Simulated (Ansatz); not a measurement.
Basis-set extrapolation for C₂H₄BClS, SMILES `C=CB(S)Cl` (PBE0-D4/def2-TZVP geometry, frozen core, Ansatz). Multiplicity 1, RHF reference.

```csv
,def2-TZVPP,def2-QZVPP
HF,-959.903577,-959.931505
MP2 correlation,-0.783036,-0.844856
CCSD(T) correlation,-0.875373,not run
```

Energies in hartree. Use E(X) = E(∞) + A·exp(−7.88·√X) for Hartree–Fock and E(X) = E(∞) + B·X^(−2.97) for correlation, with X = 3 and 4, and add CCSD(T) minus MP2 of the smaller set to the MP2 limit.

Problem. What is the CCSD(T) energy at the basis-set limit?

Solution. HF limit: -959.931505 + (-0.027928) × 0.13774 = -959.93535. MP2 limit: -0.844856 + (-0.061820) × 0.74074 = -0.89065. Higher-order term: -0.875373 − (-0.783036) = -0.09234. Total: -960.91834 hartree, 3.79 eV below CCSD(T)/def2-TZVPP.
